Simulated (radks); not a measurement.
Question: Isoelectronic series with 1 electrons, all held in the configuration 1s1, which need not be the ground one along the series. All-electron calculation, Dirac Kohn-Sham, PBE, spin-unpolarised, spherical densities, finite nucleus; Fermi nuclear charge, rms radius of each element as measured or else 0.836 A^(1/3) + 0.57 fm. Program: a radial shooting solver on a logarithmic mesh with Libxc functionals. Total energies (hartree) and mean radii <r> (bohr):

| ion | E (hartree) | 1s1/2 |
|---|---|---|
| H | -0.45893 | 1.636 |
| Be3+ | -7.78743 | 0.3834 |
| N6+ | -24.12622 | 0.2169 |
| Ne9+ | -49.50105 | 0.1511 |
| Al12+ | -83.94900 | 0.1158 |
| S15+ | -127.52049 | 0.09386 |
| K18+ | -180.27978 | 0.07882 |
| Ti21+ | -242.30542 | 0.06787 |
| Mn24+ | -313.69090 | 0.05955 |
| Ni27+ | -394.54532 | 0.05299 |
| Ga30+ | -484.99390 | 0.04769 |
| Se33+ | -585.17991 | 0.04332 |
| Rb36+ | -695.26529 | 0.03964 |
| Zr39+ | -815.43154 | 0.03650 |
| Tc42+ | -945.88108 | 0.03378 |
| Pd45+ | -1086.84122 | 0.03141 |
| Te51+ | -1401.33012 | 0.02746 |

Estimate the row of In48+.

Answer: E (hartree) -1238.56480; 1s1/2 0.02932.
